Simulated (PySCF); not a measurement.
Hydronium, H3O (cation, charge +1), SMILES [OH3+], PBE0/def2-SVP optimised geometry. Atoms within 1.6 Å of the plane z = 0.6 Å (x, y, z in Å): O1 (-0.30, -0.17, 0.00), H2 (0.68, -0.17, 0.00), H3 (-0.68, 0.74, 0.00), H4 (-0.68, -0.74, 0.71).

Computed with PBE0/def2-TZVP (PySCF).

Map of the LUMO amplitude (bohr^(-3/2)) on the plane z = 0.6 Å; orbital energy -7.11 eV, overall sign arbitrary:

```
|4444444444444444444444444444444|
|4444444444444444444444444444444|
|4444444444444444444444444444444|
|4444444444333333444444444444444|
|4444444333333333334444444444444|
|4444443333333333333344444444444|
|4444433333222223333334444444444|
|4444333322222222333333344444444|
|4444333222211222233333334444444|
|4443333221111222223333333444444|
|4443332221111222322223333344444|
|4443332221122233332222333344444|
|4433332222223444433222233334444|
|4433332222345666543222223334444|
|4433332223356887643211223334444|
|4433332223457998643211222333444|
|4433332222357998642111222333444|
|4433332222235787542111222333444|
|4433332211112455432211223334444|
|4433332211000233332222223334444|
|4443332211000122322222233334444|
|4443332211000122222222333344444|
|4443333221111122222233333444444|
|4444333222212222223333333444444|
|4444433332222222333333344444444|
|4444433333322333333333444444444|
|4444444333333333333344444444444|
|4444444433333333334444444444444|
|4444444444444444444444444444444|
|4444444444444444444444444444444|
|4444444444444444444444444444444|
```
Scale: ten equal steps from -0.118 (start of '0') to 0.122 (end of '9'), in the order '0123456789'; x runs from -3.00 to 3.00, y from -3.00 (bottom) to 3.00 (top).
